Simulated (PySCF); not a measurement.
## Identify the compound

Molecular formula: C$_{5}$H$_{6}$F$_{2}$OSi. Simulated spectra:

1H NMR (600 MHz, computed): δ 6.77 (m, 1H), 5.81 (m, 1H), 4.77 (d, 2H), 4.44 (m, 1H), 2.77 (d, 1H).

13C{1H} NMR (computed): δ 153.0 (CH), 117.7 (CH), 90.3 (CH), 85.6 (C), 67.6 (CH2).

Fast rotation and ring inversion assumed for equivalent nuclei, gas phase, relativity neglected, one conformer. Shieldings: GIAO PBE0/pcSseg-1; GFN2-xTB geometry; PySCF 2.14.0 with density-fitted response routines.

References, each an isolated molecule treated in the same way: 1H, 13C against TMS.

Question: Which candidate is it?
A. FC(F)OC1=CC=C[SiH2]1
B. FC(F)c1coc([SiH3])c1
C. CC(=O)C1=C[SiH2]C1(F)F
D. C#C/C=C/CO[SiH](F)F
E. C#C/C=C\CO[SiH](F)F

Answer: D. 

1. Rings plus π bonds: 3 (no ring in the answer).
2. 5 carbon signals for 5 carbons: no two carbons are equivalent.
3. Carbon types of the structure: 1 × C, 3 × CH, 1 × CH2, leaving 1 H on heteroatoms.
4. δC 153.0, 117.7: alkene CH; an sp2 carbon of a C=C bond.
5. δC 90.3: terminal alkyne carbon; sp carbons lie upfield of alkene carbons because the cylindrical π system leaves one tensor component strongly shielded.
6. δC 85.6: alkyne carbon; the triple bond shields along its axis, which puts it between sp3 and sp2 carbons.
7. δC 67.6: allylic sp3 CH2 bonded to O; deshielded by the electronegative neighbour.
8. δH 4.77: hydrogen on an allylic sp3 CH2 bonded to O; its carbon carries O, hence the downfield position.

The others: FC(F)c1coc([SiH3])c1 would give 4 signals for carbon-bound and other non-exchanging H, not 5; FC(F)OC1=CC=C[SiH2]1 has carbons computed at 172.2, 156.5, 124.6, 123.0, 121.8, with a different DEPT pattern; CC(=O)C1=C[SiH2]C1(F)F would give 3 signals for carbon-bound and other non-exchanging H, not 5; C#C/C=C\CO[SiH](F)F has carbons computed at 152.5, 118.8, 96.8, 82.7, 65.7.

Splittings by 19F in the carbon and heteronuclear signals aren't shown, as no couplings were computed. Shifts are as computed. Against solution values, carbons near 30 ppm lie about +3 ppm off and those near 130 ppm about +5 ppm. Of 1211 compounds with measured shifts, 218 miss one by over three times the rms of a fit or turn the order of signals round; such compounds aren't used in these exercises. No couplings were computed; multiplicities are counted from neighbouring protons, with m where these are inequivalent, close in shift, in a saturated or five-membered ring or joined by F or P, and br s for small geminal =CH2 splittings.
